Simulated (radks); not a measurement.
Values are calculated unless marked as measured or tabulated.
Valence configurations of Ru IV (all share [Kr]). Code: a radial shooting solver on a logarithmic mesh with Libxc functionals. Model: Dirac Kohn-Sham, PBEsol, spin-unpolarised, spherical densities, point nucleus; open shells fill j = l - 1/2 first. Energies are relative to 4d5; eigenvalues in eV.

| valence | E (eV) | e(4d3/2) | e(4d5/2) | e(5p1/2) | e(5p3/2) | e(5s1/2) |
|---|---|---|---|---|---|---|
| 4d5 | 0.000 | -37.489 | -37.073 | - | - | - |
| 4d4.5 5p0.5 | 7.757 | -39.864 | -39.432 | -23.298 | - | - |
| 4d4 5s1 | 9.395 | -41.323 | - | - | - | -30.559 |
| 4d3.5 5s1.5 | 15.025 | -43.294 | - | - | - | -31.529 |
| 4d4 5p1 | 16.137 | -42.245 | - | -24.403 | - | - |
| 4d3 5s2 | 21.167 | -45.282 | - | - | - | -32.469 |
| 4d2.5 5s2 5p0.5 | 31.461 | -47.729 | - | -26.414 | - | -33.655 |
| 4d3 5p2 | 35.343 | -47.051 | - | -26.440 | - | - |
| 4d1.5 5s2 5p1.5 | 54.276 | -52.618 | - | -28.279 | - | -35.900 |
| 4d2 5p3 | 58.081 | -51.993 | - | -28.354 | -27.697 | - |

NIST lists [Kr] 4d5 as the ground configuration; this level of theory agrees among the configurations tried. The energies are those of spherical spin-averaged densities, not of single terms.
